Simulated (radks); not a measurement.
Mg V, configuration [He] 2s2 2p4 (the NIST ground configuration).

Method: scalar-relativistic Kohn-Sham, MS2 meta-GGA, spin-polarised, spherical densities, finite nucleus; open shells are filled with parallel spins first; meta-GGA in the generalised Kohn-Sham scheme; Fermi nuclear charge, rms radius 3.057 fm; computed with a radial shooting solver on a logarithmic mesh with Libxc functionals.

Energy parts (eV):
part                      energy
total                  -5240.003
kinetic                 5249.263
electron-nucleus      -11892.003
Hartree                 1789.414
exchange-correlation    -386.678

Orbitals (lengths in bohr, moments of r in powers of bohr; <r^-3> diverges for s and p1/2; r(max) is where P^2 peaks):
| orbital | occ. | eigenvalue (eV) | <1/r> | <r> | r(max) | <r^-3> |
|---|---|---|---|---|---|---|
| 1s up | 1 | -1366.569 | 11.64 | 0.1304 | 0.08509 | - |
| 1s down | 1 | -1363.463 | 11.66 | 0.1301 | 0.08501 | - |
| 2s up | 1 | -166.7923 | 2.275 | 0.6416 | 0.5247 | - |
| 2s down | 1 | -159.2447 | 2.232 | 0.6519 | 0.5300 | - |
| 2p up | 3 | -132.6551 | 2.163 | 0.6012 | 0.4507 | 31.48 |
| 2p down | 1 | -124.6613 | 2.125 | 0.6153 | 0.4571 | 30.50 |

The highest occupied level is 2p down at -124.66 eV. Spin moment in Bohr magnetons: 2. Summed over all electrons, <r^2> = 2.854 bohr^2, which gives a Langevin (diamagnetic) susceptibility term of -2.26 x 10^-6 cm^3/mol. The density falls to 0.001 e/bohr^3 at r = 1.88 bohr. For comparison, the ionisation energy in NIST's Atomic Spectra Database is 141.33 eV (semi-empirical). In exact Kohn-Sham theory the highest level is minus the ionisation energy, but local and semilocal functionals leave it too shallow, through self-interaction and a potential that decays too fast; potentials with the right tail come closer. The electron density at the nucleus is 1171 e/bohr^3 (large components only). The spin density at the nucleus is 0.274 e/bohr^3 (1s -1.455, 2s 1.729).
